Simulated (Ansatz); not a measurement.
Reaction (ligand exchange at the Al–C bond): `[CH3][AlH][CH2]CCl` + `[SiH3]S` → `[CH3][AlH][S][SiH3]` + `CCCl`

Computed with Ansatz on PBE0-D4/def2-TZVP structures; ΔE is electronic, products minus reactants. CBS: MP2 limit from def2 TZ/QZ plus the TZ coupled-cluster correction, frozen cores. Functionals use def2-TZVPP. Each species was taken in one conformer, which may not be the lowest.

Q: Is it downhill or uphill in electronic energy at CCSD(T)/CBS, and by how much? (Best estimate.)

A: Ansatz gave: Downhill: ΔE = -140.5 kJ/mol.

Q: What do these levels give: ωB97M-V, B2PLYP, PBE, HF/def2-TZVPP, MP2/def2-QZVPP, MP2/CBS(def2)? (Best estimate.)

A: Computed: ωB97M-V -137.0, B2PLYP -137.7, PBE -133.2, HF/def2-TZVPP -144.7, MP2/def2-QZVPP -144.0, MP2/CBS(def2) -145.0 kJ/mol.

Largest T1 diagnostic among the species: 0.011.

The D4 term adds −4.1 kJ/mol with B3LYP and −2.1 kJ/mol with PBE0; it sums over pairs of atoms, weighted by their polarisabilities, and B3LYP, whose exchange is more repulsive, gets the larger term. From PBE to PBE0 (25 % exact exchange), in def2-TZVPP and without D4, ΔE moves by −4.8 kJ/mol.

B3LYP here is the variant with VWN-RPA as its local correlation; programs differ in this.
